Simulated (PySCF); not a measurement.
# Electron correlation in S³⁺ (sulfur, charge +3)

[Ne] 3s2 3p1, 2P determinant. Computed with PySCF 2.14 in def2-TZVP, with the non-relativistic Hamiltonian (point nucleus). Frozen: [Ne]; 3 electrons correlated.

MP2 pair energies summed by pair of shells (mhartree):

```csv
pair,energy,share (%)
3s-3s,-26.75,54.9
3s-3p,-21.95,45.1
```

Total MP2 correlation energy: -48.70 mhartree.

Same-spin part -2.99 and opposite-spin part -45.71 mhartree; SCS-MP2 scales them by 1/3 and 6/5 to -55.85 mhartree.

```csv
level,correlation energy (mhartree)
CCSD,-69.50
(T),-0.97
CCSD(T),-70.47
```

Diagnostics: T1 = 0.010, D1 = 0.0241, largest double amplitude 0.108.

Cost of the coupled-cluster step: 0.57 s of wall time on 1 thread of Neoverse-N1 (shared host), for 3 correlated electrons.

Iterations:

```
CC2 = 0
CCSD nocc = (np.int64(2), np.int64(1)), nmo = (32, 32)
frozen orbitals [[0, 1, 2, 3, 4], [0, 1, 2, 3, 4]]
max_cycle = 100
direct = 0
conv_tol = 1e-08
conv_tol_normt = 1e-06
diis_space = 8
diis_start_cycle = 0
Init t2, MP2 energy = -0.0486972158035582
Init E_corr(UCCSD) = -0.0486972158218448
cycle = 1  E_corr(UCCSD) = -0.061816467412263  dE = -0.0131192516  norm(t1,t2) = 0.0493228
cycle = 2  E_corr(UCCSD) = -0.0663268989033177  dE = -0.00451043149  norm(t1,t2) = 0.0207215
cycle = 3  E_corr(UCCSD) = -0.0695052055092232  dE = -0.00317830661  norm(t1,t2) = 0.00942861
cycle = 4  E_corr(UCCSD) = -0.0694851505619977  dE = 2.00549472e-05  norm(t1,t2) = 0.00106363
cycle = 5  E_corr(UCCSD) = -0.0695056640576382  dE = -2.05134956e-05  norm(t1,t2) = 0.000126788
cycle = 6  E_corr(UCCSD) = -0.0694994833622611  dE = 6.18069538e-06  norm(t1,t2) = 2.22657e-05
cycle = 7  E_corr(UCCSD) = -0.0695019990696766  dE = -2.51570742e-06  norm(t1,t2) = 6.52723e-06
cycle = 8  E_corr(UCCSD) = -0.0695012254240609  dE = 7.73645616e-07  norm(t1,t2) = 2.12343e-06
cycle = 9  E_corr(UCCSD) = -0.0695012178913775  dE = 7.53268337e-09  norm(t1,t2) = 1.66304e-07
UCCSD converged
E(UCCSD) = -395.1421423712344  E_corr = -0.06950121789137752
UCCSD(T) correction = -0.000967528604181802
```
